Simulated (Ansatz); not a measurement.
Molecule: sum formula BNH₂Br₂, net charge 0, singlet state. 
Geometry from a B3LYP-D3(BJ)/def2-TZVP (Ansatz, a program for electronic structure) optimisation:
```xyz
6

N     -1.9513    -0.5470     0.0808
B     -0.6219    -0.1743     0.0257
Br     0.6858    -1.3636    -0.7605
Br    -0.0655     1.5375     0.7348
H     -2.2804    -1.4285    -0.2770
H     -2.6616     0.0432     0.4816
```

Basis-set convergence of Hartree-Fock and MP2 correlation energies (hartree) with Ansatz. Cores are frozen in the correlated levels unless marked. Spin-orbit coupling is left out. The frozen core is the preceding noble-gas configuration, with the filled d and f shells of earlier blocks. Non-relativistic.

| basis | functions | E(HF) | E(corr, MP2) |
|---|---|---|---|
| aug-cc-pVDZ | 136 | -5225.21807 | -0.50849 |
| aug-cc-pVTZ | 256 | -5225.38509 | -0.64441 |
| aug-cc-pVQZ | 438 | -5225.39543 | -0.69481 |

Extrapolating the two largest sets (X = 3 and 4) as X^-3: E(corr) = (64·(-0.69481) - 27·(-0.64441))/37 = -0.7316 Eh, an estimate of the basis-set limit. The largest set recovers 95.0 % of it, the smallest 69.5 %.
